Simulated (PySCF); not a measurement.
Electric field gradients and quadrupole coupling constants

Compound: C6H9FOSi.
Z-matrix (Å and degrees, GFN2-xTB geometry), rows numbered from 1:
```
C 
Si  1  1.8993
C   2  1.8793  1  108.69
C   3  1.3700  2  133.71  1   -59.14
C   4  1.4102  3  106.95  2  -179.81
C   5  1.3672  4  105.94  3     0.02
C   6  1.4881  5  131.51  4   179.51
F   7  1.3823  6  111.18  5   -78.26
O   6  1.3472  5  110.00  4     0.15
H   1  1.0857  2  110.95  3  -179.40
H   1  1.0865  2  111.36  3    60.79
H   1  1.0869  2  111.58  3   -59.36
H   2  1.4648  1  111.22  3   117.72
H   2  1.4686  1  109.96  3  -119.38
H   4  1.0711  3  126.18  2     0.37
H   5  1.0710  4  127.51  3   179.86
H   7  1.0941  6  110.45  5   163.66
H   7  1.0948  6  111.37  5    39.82
```

Field gradients from the PBE0/pcSseg-1 density (PySCF, non-relativistic), principal values in atomic units, ordered |Vxx| ≤ |Vyy| ≤ |Vzz|:

| atom | Vxx | Vyy | Vzz |
| --- | --- | --- | --- |
| O9 | -0.6600 | -0.7458 | 1.4058 |

**Question.** Find the asymmetry η = (Vxx − Vyy)/Vzz and the couplings χ = eQV/h (234.96 MHz × Q in barn × V in au), with Q(17O) = −0.0256 b.

**Answer.** 
```tsv
atom	environment	nucleus	η	χzz (MHz)	χxx (MHz)	χyy (MHz)
O9	furan-type oxygen	17O	0.06	-8.46	3.97	4.49
```

The tensor is traceless: Vxx + Vyy + Vzz = 0.

**Question.** What is Vzz at O9 in SI units (1 au = 9.71736 × 10²¹ V/m²)?

**Answer.** 1.4058 au = 13.661 × 10²¹ V/m².

**Question.** And the gradient at the other heavy atoms, for which no coupling is worked out here?

**Answer.** 
```tsv
atom	environment	Vzz (au)	η
C1	Si-methyl carbon	-0.034	0.27
Si2	SiH2 silicon	0.214	0.41
C3	substituted aromatic carbon	-0.385	0.69
C4	aromatic CH carbon	0.223	0.26
C5	aromatic CH carbon	0.221	0.13
C6	substituted aromatic carbon	-0.296	1.00
C7	sp3 C–F carbon	0.511	0.28
F8	alkyl fluorine	3.163	0.04
```

**Question.** What couplings would deuterons (Q(2H) = 0.00286 b) have in place of the hydrogens, at this geometry?

**Answer.** 
| atom | bonded to | bond length (Å) | Vzz (au) | η | χzz (kHz) |
| --- | --- | --- | --- | --- | --- |
| H10 | C1 | 1.086 | 0.3256 | 0.01 | 219 |
| H11 | C1 | 1.086 | 0.3245 | 0.00 | 218 |
| H12 | C1 | 1.087 | 0.3230 | 0.01 | 217 |
| H13 | Si2 | 1.465 | 0.1606 | 0.01 | 108 |
| H14 | Si2 | 1.469 | 0.1584 | 0.01 | 106 |
| H15 | C4 | 1.071 | 0.3488 | 0.06 | 234 |
| H16 | C5 | 1.071 | 0.3485 | 0.06 | 234 |
| H17 | C7 | 1.094 | 0.2872 | 0.06 | 193 |
| H18 | C7 | 1.095 | 0.2872 | 0.06 | 193 |

Geometry: GFN2-xTB, one conformer, isolated molecule. GFN2-xTB bond lengths can be off by several hundredths of an ångström, more for odd bonds, and the gradients follow them. These gradients aren't converged with respect to the basis.

The run behind these numbers computed NMR shieldings as well. Time: 68 s of wall time; peak memory 0.92 GiB. Hardware: one thread, Arm Neoverse N1 (aarch64), no GPU, shared host.
